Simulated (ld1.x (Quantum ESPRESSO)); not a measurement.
# What the settings do to the ultrasoft potential of Cu (Z = 29)

Base potential:

- Element: copper (Cu)
- Generator: ld1.x (Quantum ESPRESSO) 7.5
- Type: ultrasoft
- Functional: PBE
- Relativity: scalar-relativistic
- Frozen core: [Ne] 3s2
- Valence charge: 17
- Reference configuration: 3p6 3d9 4s0 4p0 (charge +2)
- Partial waves: 4s (bound, empty): rcut 1.60, rcutus 1.70 bohr; 4s channel at 1.55 Ry: rcut 1.60, rcutus 1.70 bohr; 3p (bound): rcut 1.00, rcutus 1.35 bohr; 4p (bound, empty): rcut 1.00, rcutus 1.35 bohr; 3d (bound): rcut 0.90, rcutus 1.15 bohr; 3d channel at -0.55 Ry: rcut 0.90, rcutus 1.15 bohr
- Local potential: all-electron potential smoothed inside 1.00 bohr (lloc = -1)
- Core correction: Bessel-smoothed model core, default radius (core density twice the valence density)
- Augmentation charge: PSQ, inside the norm-conserving radii

All-electron outer shells of the reference configuration (PBE, scalar-relativistic, ld1.x):

```tsv
shell	level (eV)	outermost node (bohr)	outermost maximum (bohr)
3s	-140.29	0.29	0.61
3p	-97.62	0.26	0.62
3d	-29.63	–	0.60
4s	-22.35	0.88	1.95
4p	-15.35	0.95	2.36
```

Cutoffs, loose and tight: the cutoffs (Ry, on a coarse ladder) from which the occupation-weighted sum of valence levels, in a spherical-Bessel basis at the reference potential, stays within 10 and 1 mRy of its value at 400 Ry. They do not see the model core or the augmentation charge, which bear on the density cutoff. Test errors are all-electron minus pseudo excitation energies from the reference, over the configurations 3p6 3d10 4s1 4p0; 3p6 3d10 4s0 4p0; 3p6 3d8 4s0 4p0; 3p6 3d9 4s1 4p1; 3p6 3d9 4s1 4p0; 3p5 3d10 4s1 4p0; 3p6 3d7 4s0 4p0. A dash means not determined; rows that change the core or the reference have their own tests. The largest error is taken over the tests solved by every variant that gives reliable tests at all: 3p5 3d10 4s1 4p0; 3p6 3d10 4s0 4p0; 3p6 3d7 4s0 4p0; 3p6 3d8 4s0 4p0; 3p6 3d9 4s1 4p0.

A true bound ghost makes a file unfit for plane-wave use even where its test errors are small: the radial tests pick states by their node count and pass the ghost by. Where a test does run into it, the solver fails or the error is huge.

Cutoffs are not given where the Bessel-basis levels miss the radial ones by over 6 mRy, ghosts where they miss by over 20 mRy; a channel whose overlap is not positive is not tested.

A file whose overlap is not positive is unfit for use, and its test errors describe a broken file.

```tsv
change	outcome	bound ghosts	largest test error (meV)
base	generated, overlap not positive	s (p not tested, overlap not positive)	-475
wave 3d channel at -0.55 Ry: rcut 0.90, rcutus 1.15 bohr becomes 3d channel at -2.05 Ry: rcut 0.90, rcutus 1.15 bohr	generated, overlap not positive	s (p not tested, overlap not positive)	test run stopped at test 1 of 7 (negative rho)
wave 3d channel at -0.55 Ry: rcut 0.90, rcutus 1.15 bohr becomes 3d channel at -1.97 Ry: rcut 0.90, rcutus 1.15 bohr	generated, overlap not positive	s (p not tested, overlap not positive)	test run stopped at test 1 of 7 (negative rho)
wave 3d channel at -0.55 Ry: rcut 0.90, rcutus 1.15 bohr becomes 3d channel at -1.87 Ry: rcut 0.90, rcutus 1.15 bohr	generated, overlap not positive	s (p not tested, overlap not positive)	-463
wave 3d channel at -0.55 Ry: rcut 0.90, rcutus 1.15 bohr becomes 3d channel at -1.77 Ry: rcut 0.90, rcutus 1.15 bohr	generated, overlap not positive	s (p not tested, overlap not positive)	test run stopped at test 1 of 7 (negative rho)
wave 3d channel at -0.55 Ry: rcut 0.90, rcutus 1.15 bohr becomes 3d channel at -1.49 Ry: rcut 0.90, rcutus 1.15 bohr	generated, overlap not positive	s (p not tested, overlap not positive)	test run stopped at test 1 of 7 (negative rho)
wave 3d channel at -0.55 Ry: rcut 0.90, rcutus 1.15 bohr becomes 3d channel at -1.19 Ry: rcut 0.90, rcutus 1.15 bohr	generated, overlap not positive	s (p not tested, overlap not positive)	-473
wave 3d channel at -0.55 Ry: rcut 0.90, rcutus 1.15 bohr becomes 3d channel at -0.4 Ry: rcut 0.90, rcutus 1.15 bohr	generated, overlap not positive	s (p not tested, overlap not positive)	-475
wave 3d channel at -0.55 Ry: rcut 0.90, rcutus 1.15 bohr becomes 3d channel at 0.18 Ry: rcut 0.90, rcutus 1.15 bohr	generated, overlap not positive	s (p not tested, overlap not positive)	-472
wave 3d channel at -0.55 Ry: rcut 0.90, rcutus 1.15 bohr becomes 3d channel at 1.78 Ry: rcut 0.90, rcutus 1.15 bohr	generated, overlap not positive	s (p not tested, overlap not positive)	test run stopped at test 1 of 7 (negative rho)
wave 3d channel at -0.55 Ry: rcut 0.90, rcutus 1.15 bohr becomes 3d channel at 5.09 Ry: rcut 0.90, rcutus 1.15 bohr	generated, overlap not positive	s (p not tested, overlap not positive)	test run stopped at test 1 of 7 (negative rho)
```
